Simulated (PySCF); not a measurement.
CH4OZn, SMILES C[O][ZnH].

Coordinates come from a B3LYP-D3(BJ)/def2-TZVP optimisation.

Level of theory: PySCF with HF/def2-TZVPD.

Symmetry labels are those of the subgroup Cs that the program uses (full group Cs).

Q: List the valence orbital energies around the gap with their symmetry. (An estimate is asked for; the answer gives what the named calculation found.)

A: 
```json
[
 {"orbital": "HOMO−7", "symmetry": "A'", "energy (eV)": "-22.25"},
 {"orbital": "HOMO−6", "symmetry": "A'", "energy (eV)": "-21.90"},
 {"orbital": "HOMO−5", "symmetry": "A'", "energy (eV)": "-16.26"},
 {"orbital": "HOMO−4", "symmetry": "A\"", "energy (eV)": "-16.06"},
 {"orbital": "HOMO−3", "symmetry": "A'", "energy (eV)": "-15.31"},
 {"orbital": "HOMO−2", "symmetry": "A'", "energy (eV)": "-12.26"},
 {"orbital": "HOMO−1", "symmetry": "A'", "energy (eV)": "-11.26"},
 {"orbital": "HOMO", "symmetry": "A\"", "energy (eV)": "-11.12"},
 {"orbital": "LUMO", "symmetry": "A'", "energy (eV)": "0.95"},
 {"orbital": "LUMO+1", "symmetry": "A\"", "energy (eV)": "0.98"},
 {"orbital": "LUMO+2", "symmetry": "A'", "energy (eV)": "1.33"},
 {"orbital": "LUMO+3", "symmetry": "A'", "energy (eV)": "1.92"}
]
```
